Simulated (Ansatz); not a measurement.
`N[SiH](F)[SiH2]O` → `O[SiH](F)N[SiH3]`  (isomerisation)

Isolated molecules relaxed with PBE0-D4/def2-TZVP in Ansatz; ΔE leaves out vibrations. CCSD(T)/CBS is the MP2 limit (def2-TZVPP, def2-QZVPP) plus CCSD(T) − MP2 in def2-TZVPP, frozen cores. Functionals use def2-TZVPP. One conformer a species, not always the lowest.

CCSD(T)/CBS gives -1.07 eV.

Task: Another level gave -1.00 eV. Which?
A. PBE/def2-TZVPP
B. CCSD/def2-TZVPP
C. r2SCAN/def2-TZVPP
D. PBE0/def2-TZVPP

Result: C. r2SCAN -1.00, PBE -0.79, PBE0 -0.90, CCSD/def2-TZVPP -1.11 eV.

Largest T1 diagnostic among the species: 0.012.

From PBE to PBE0 (25 % exact exchange), in def2-TZVPP and without D4, ΔE moves by −0.11 eV. In def2-TZVPP, CCSD(T) changes the Hartree–Fock value by +0.15 eV (the triples alone add +0.02 eV) and MP2 by +0.09 eV.
